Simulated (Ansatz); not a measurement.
Gas-phase electronic energies from Ansatz, PBE0-D4/def2-TZVP geometries. CCSD(T)/CBS adds triple-zeta CCSD(T) − MP2 to the extrapolated MP2 energy (def2 sets, frozen cores). Functionals use def2-TZVPP. B3LYP here is the variant with VWN-RPA as its local correlation; programs differ in this. For Ge, Mg outer-core shells are correlated without core-valence functions, which leaves a few kJ/mol of doubt a bond. Scalar relativity is left out up to krypton. One conformer a species, not always the lowest.

Consider the redistribution: `[CH3][Mg][O][SiH3]` + `[CH3][Ge]([OH])([OH])[F]` → `[OH][Mg][O][SiH3]` + `[CH3][Ge]([CH3])([OH])[F]`.

| level | ΔE (eV) |
| --- | --- |
| LDA (SPW92) | -0.66 |
| CAM-B3LYP-D4 | -0.77 |
| ωB97M-V | -0.73 |
| B2PLYP | -0.75 |
| revPBE | -0.68 |
| PBE0 | -0.71 |
| B3LYP | -0.73 |
| CCSD(T)/def2-SVP | -0.83 |

What does CCSD(T)/CBS give? (Estimate.)

Ansatz gave: -0.77 eV. The listed levels differ from it by 0.11, 0.00, 0.04, 0.02, 0.09, 0.06, 0.04, -0.06 eV.

Largest T1 diagnostic among the species: 0.012.

From BLYP to BHLYP (50 % exact exchange), in def2-TZVPP and without D4, ΔE moves by −0.06 eV. At CCSD(T), def2-SVP lies −0.05 eV from the extrapolated value and def2-TZVPP +0.04 eV. Leaving LDA and LC-ωPBE aside and taking each functional with its dispersion term where it has one, the values, not all of them listed here, spread over 0.11 eV, from BHLYP-D4 to B97M-V.
